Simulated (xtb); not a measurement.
C3H7O (SMILES [CH2]COC), doublet, at a GFN2-xTB geometry; GFN1-xTB (xtb 6.7.1).

xtb was given this input:
```
$ xtb mol.xyz --gfn 1 --uhf 1 --acc 30 --json

# file mol.xyz
11

C      1.42045454    -0.07797504     0.80082338
C      0.62253858    -0.57672706    -0.33257488
O     -0.40465608     0.29361071    -0.75241760
C     -1.46210153     0.39205968     0.16817499
H      2.09719935    -0.73733592     1.30573689
H      1.43775174     0.97000712     1.02387976
H      1.25461016    -0.70377724    -1.22987282
H      0.20594725    -1.57534352    -0.09935914
H     -1.11764065     0.75992211     1.14103815
H     -2.17690498     1.09473276    -0.25503038
H     -1.94906388    -0.58123639     0.31440752
```

The log (banner, timings and long lists left out):

```
   ID    Z sym.   atoms
    1    6 C      1, 2, 4
    2    8 O      3
    3    1 H      5-11

           -------------------------------------------------
          |                Calculation Setup                |
           -------------------------------------------------

           -------------------------------------------------
          |                 G F N 1 - x T B                 |
           -------------------------------------------------

          ...................................................
          :                      SETUP                      :
          :.................................................:
          :  # basis functions                  30          :
          :  # atomic orbitals                  30          :
          :  # shells                           22          :
          :  # electrons                        25          :
          :  # halogen bonds                     0          :
          :  max. iterations                   250          :
          :  Hamiltonian                  GFN1-xTB          :
          :  restarted?                      false          :
          :  GBSA solvation                  false          :
          :  PC potential                    false          :
          :  electronic temp.          300.0000000     K    :
          :  accuracy                   30.0000000          :
          :  -> integral cutoff          0.2000000E+02      :
          :  -> integral neglect         0.3000000E-06      :
          :  -> SCF convergence          0.3000000E-04 Eh   :
          :  -> wf. convergence          0.6000000E-03 e    :
          :  Broyden damping             0.4000000          :
          :  net charge                          0          :
          :  unpaired electrons                  1          :
          ...................................................

 iter      E             dE          RMSdq      gap      omega  full diag
   1    -14.8321700 -0.148322E+02  0.743E+00    5.49       0.0  T
   2    -14.8724403 -0.402703E-01  0.445E+00    5.74       1.0  T
   3    -14.8729766 -0.536252E-03  0.901E-01    5.97       1.0  T
   4    -14.8739494 -0.972791E-03  0.846E-02    5.96       1.0  T
   5    -14.8739907 -0.413601E-04  0.222E-02    5.93       1.4  T
   6    -14.8739930 -0.224498E-05  0.368E-03    5.92       8.2  T
   7    -14.8739930 -0.488248E-07  0.156E-03    5.92      19.4  T

   *** convergence criteria satisfied after 7 iterations ***

[...]
         :: total energy             -14.726222047648 Eh    ::
[...]
        30                          0.4357776              11.8581
      -------------------------------------------------------------
                  HL-Gap            0.2175462 Eh            5.9197 eV
             Fermi-level           -0.3191138 Eh           -8.6835 eV

  Mulliken/CM5 charges         n(s)   n(p)   n(d)
     1C    -0.13570 -0.24232   1.072  3.064  0.000
     2C     0.21435  0.13653   0.986  2.800  0.000
     3O    -0.46158 -0.56853   1.684  4.778  0.000
     4C     0.17307  0.05185   0.968  2.859  0.000
     5H     0.03515  0.08862   0.965  0.000  0.000
     6H     0.04924  0.10513   0.951  0.000  0.000
     7H     0.04948  0.11233   0.951  0.000  0.000
     8H     0.01962  0.08095   0.980  0.000  0.000
     9H     0.01210  0.07170   0.988  0.000  0.000
    10H     0.03326  0.09405   0.967  0.000  0.000
    11H     0.01102  0.06969   0.989  0.000  0.000

Wiberg/Mayer (AO) data.
largest (>0.10) Wiberg bond orders for each atom

 ---------------------------------------------------------------------------
     #   Z sym  total        # sym  WBO       # sym  WBO       # sym  WBO
 ---------------------------------------------------------------------------
     1   6 C    3.194 --     2 C    1.090     5 H    0.988     6 H    0.985
     2   6 C    3.928 --     1 C    1.090     3 O    0.947     8 H    0.947
                             7 H    0.924
     3   8 O    2.017 --     4 C    0.955     2 C    0.947
     4   6 C    3.923 --    10 H    0.983     9 H    0.980    11 H    0.980
                             3 O    0.955
     5   1 H    1.003 --     1 C    0.988
     6   1 H    1.001 --     1 C    0.985
     7   1 H    1.018 --     2 C    0.924
     8   1 H    1.013 --     2 C    0.947
     9   1 H    1.017 --     4 C    0.980
    10   1 H    1.017 --     4 C    0.983
    11   1 H    1.010 --     4 C    0.980
 ---------------------------------------------------------------------------

Topologies differ in total number of bonds
Writing topology from bond orders to xtbtopo.mol

 dipole moment from electron density (au)
     X       Y       Z
  -0.0343  -0.4550   0.5405  total (Debye):    1.798

           -------------------------------------------------
          | TOTAL ENERGY              -14.726222047648 Eh   |
          | GRADIENT NORM               0.011514825739 Eh/α |
          | HOMO-LUMO GAP               5.919732592575 eV   |
           -------------------------------------------------

normal termination of xtb
```
